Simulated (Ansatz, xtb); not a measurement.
**Two isomers of C4H7FOSe**

Structure a is `C[Se][C@](C)(F)C=O`, a singlet and structure b is `FC[C@@H]1OCC[Se]1`, a singlet. Both are isolated molecules in the gas phase, relaxed with PBE-D3(BJ)/def2-SVP, each in the lowest conformer that the search found.

a (Å):

```xyz
14

C     0.1171   -2.2077    2.0683
C     0.3016   -0.1500   -0.0131
C     0.8670    0.3236   -1.3365
C    -1.2123   -0.0703    0.1025
F     0.9023    0.4989    1.0371
O    -1.8025    0.1907    1.1337
Se    0.5649   -2.1392    0.1627
H    -0.8666   -1.7282    2.2380
H     0.0757   -3.2776    2.3449
H     0.8997   -1.6879    2.6482
H     1.9531    0.1181   -1.3862
H     0.7045    1.4163   -1.4339
H     0.3678   -0.1844   -2.1849
H    -1.7434   -0.3327   -0.8619
```

b (Å):

```xyz
14

C    -0.7140   -0.7897    0.3089
C     0.5211   -1.1046   -0.5059
C     2.8262   -0.9494   -0.4810
C     2.6911    0.3546   -1.2774
F    -1.0313   -1.8520    1.1403
O     1.6568   -1.1089    0.3031
Se    0.8238    0.3394   -1.9180
H    -1.5721   -0.5949   -0.3720
H    -0.5206    0.1192    0.9194
H     0.4015   -2.0642   -1.0606
H     2.9618   -1.8108   -1.1783
H     3.6852   -0.9202    0.2196
H     2.8533    1.2438   -0.6386
H     3.3773    0.3866   -2.1453
```

Quicker runs give these differences E(b) − E(a): GFN2-xTB −16.43 kcal/mol; HF/STO-3G −31.75 kcal/mol (at GFN2-xTB geometries); r2SCAN-D4/def2-SVP +2.60 kcal/mol (at GFN2-xTB geometries).

**Question.** Estimate which is lower in electronic energy at CCSD(T)/def2-SVP + ΔMP2/def2-TZVPP, and by roughly how much.

**Answer.** Too close to call at this level: CCSD(T)/def2-SVP + ΔMP2/def2-TZVPP gives E(b) − E(a) = +0.89 kcal/mol.

Level by level:

```json
{"level": "GFN2-xTB", "geometry": "GFN2-xTB", "E(b) − E(a) (kcal/mol)": "−16.43", "departure from the last row (kcal/mol)": "−17.32", "job, with rough time for the two": "optimisation, 0.18 s"}
{"level": "HF/STO-3G", "geometry": "GFN2-xTB", "E(b) − E(a) (kcal/mol)": "−31.75", "departure from the last row (kcal/mol)": "−32.64", "job, with rough time for the two": "single point, 0.42 s"}
{"level": "r2SCAN-D4/def2-SVP", "geometry": "GFN2-xTB", "E(b) − E(a) (kcal/mol)": "+2.60", "departure from the last row (kcal/mol)": "+1.72", "job, with rough time for the two": "single point, 3.7 s"}
{"level": "PBE-D3(BJ)/def2-SVP", "geometry": "PBE-D3(BJ)/def2-SVP", "E(b) − E(a) (kcal/mol)": "+4.06", "departure from the last row (kcal/mol)": "+3.17", "job, with rough time for the two": "optimisation, 26 s"}
{"level": "HF/def2-SVP", "geometry": "PBE-D3(BJ)/def2-SVP", "E(b) − E(a) (kcal/mol)": "+0.14", "departure from the last row (kcal/mol)": "−0.75", "job, with rough time for the two": "part of the CCSD(T) run"}
{"level": "MP2/def2-SVP", "geometry": "PBE-D3(BJ)/def2-SVP", "E(b) − E(a) (kcal/mol)": "+4.30", "departure from the last row (kcal/mol)": "+3.41", "job, with rough time for the two": "part of the CCSD(T) run"}
{"level": "CCSD(T)/def2-SVP", "geometry": "PBE-D3(BJ)/def2-SVP", "E(b) − E(a) (kcal/mol)": "+4.00", "departure from the last row (kcal/mol)": "+3.11", "job, with rough time for the two": "single point"}
{"level": "CCSD(T)/def2-SVP + ΔMP2/def2-TZVPP", "geometry": "PBE-D3(BJ)/def2-SVP", "E(b) − E(a) (kcal/mol)": "+0.89", "departure from the last row (kcal/mol)": "", "job, with rough time for the two": "single point, 98 s"}
```

As drawn, b has 2 C–O in place of 1 C=O. Structure a has no ring, b a 5-membered ring.

The largest departure from CCSD(T)/def2-SVP + ΔMP2/def2-TZVPP is that of HF/STO-3G, 32.64 kcal/mol. The last row adds to CCSD(T) the change of the MP2 difference between the two basis sets, here −3.11 kcal/mol, a large step that makes the value less sure.

With thermal terms from frequencies at re-optimised GFN2-xTB minima (ideal gas, soft modes damped towards free rotors, one conformer each, 298.15 K, 1 atm): on the last row, ΔE + ΔZPE = +3.87, ΔH = +2.69, ΔG = +4.74 kcal/mol.

The correlated steps freeze 15 core orbitals; the filled d shell of Se is correlated, in a basis made for valence electrons. Programs: Ansatz 0.2.0, xtb 6.7.1; the last row on 4 threads of Arm Neoverse V2 on a shared host.
